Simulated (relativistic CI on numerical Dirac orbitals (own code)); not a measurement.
**Hyperfine structure of Tl X, mass number 205**

Method of calculation: Dirac-Coulomb-Breit CI, KLI orbitals optimised for each configuration, a model potential for QED, unscaled Slater integrals (own radial code, finite nucleus).

CI space (outside the closed core [Kr] 4d10 4f14 5s2): 5p⁶5d⁴, 5p⁶5d³6s, 5p⁶5d³5f, 5p⁵5d⁵, 5p⁶5d³6p, 5p⁶5d³5g, 5p⁶5d²6s6p, 5p⁶5d²5f6s, 5p⁶5d³6d, 5p⁶5d³7p, 5p⁶5d³6f, 5p⁶5d²6s², 5p⁶5d5f6s², 5p⁶5d6s²6p, 5p⁶5d5g6s², 5p⁶5d6s²6d, 5p⁶5d²6p², 5p⁶5d6s6p², 5p⁶5d5f6p², 5p⁶5d6p³, 5p⁶5d5g6p², 5p⁶5d6p²6d. Double excitations out of closed p, d and f shells are left out; levels of such configurations are missing from the list, as are those of other unlisted configurations, and high levels can miss mixing partners.

Nuclear spin I = 1/2, μ = 1.632 μN (tables of Stone and Pyykkö). The electronic factors are computed for point nuclear moments, without core polarisation or the Bohr-Weisskopf and QED corrections.

```tsv
Level	E (cm⁻¹)	A (MHz)
5p⁶5d⁴ ⁵D1	13210.1	-642.8
5p⁶5d⁴ ⁵D2	22537.5	2771
5p⁶5d⁴ ⁵D3	28396.8	5078
5p⁶5d⁴ ³G3	49412.2	7839
5p⁶5d⁴ ³F2	50335.6	6673
5p⁶5d⁴ ³H5	53283.5	7688
5p⁶5d⁴ ³P1	54690.1	6808
5p⁶5d⁴ ³H6	57348.3	8010
```

Levels with J = 0, under 50 % of one LS term, or S terms without an open s electron are left out. Small factors come from cancelling terms and can be off by tens of per cent or more.

At this charge energies of transitions that change n are usually good to better than 1 %, and those within a shell (Δn = 0) to a few per cent. Terms inside the open d or f shell come out 10 to 20 % too wide with unscaled integrals. Levels and lines within the n = 5 or 6 shells can be off by up to 10 % or somewhat more, and those that change n by about 2 %, since core polarisation is missing.

Question: Give the hyperfine levels of 5p⁶5d⁴ ⁵D2 relative to its centre of gravity.

Answer: With K = F(F + 1) − I(I + 1) − J(J + 1), E = AK/2: F = 3/2: -4156, F = 5/2: 2771 MHz.

LS names give the leading component of a level, which can be under half, so a name can repeat, a term be missing and a line seem to break the LS rules.
